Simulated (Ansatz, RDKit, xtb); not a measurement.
Dimer: PH3 (SMILES P) (first 4 atoms) with HI (SMILES I); geometry from B3LYP-D3(BJ)/def2-TZVP, rigid monomers moved along the line of their centres of mass till P1···H6 is 2.97 Å.
(charge 0, multiplicity 1):
```xyz
6

P     -0.4959    -0.5533     0.4139
H     -1.8481    -0.6696     0.0101
H     -0.1615     0.3996    -0.5789
H     -0.0545    -1.6663    -0.3421
I      0.6472     0.0208     4.8308
H      0.2464    -0.1836     3.2634
```

Counterpoise-corrected where a basis set is named; no monomer relaxation. RDKit's UFF carries no charges.

Run with Ansatz (an electronic-structure program); RDKit for the force fields; xtb for the GFN methods. Values without a source in brackets are computed. In def2 rows elements past Kr take small-core potentials, without spin–orbit coupling.

### Question
One of these levels gives -1.88 kcal/mol for the interaction energy. Which?
(A) UFF
(B) GFN2-xTB
(C) GFN1-xTB
(D) PBE0/def2-TZVPPD

### Answer
D, PBE0/def2-TZVPPD. The others give -0.24 (UFF), -1.32 (GFN1-xTB), -2.68 (GFN2-xTB)
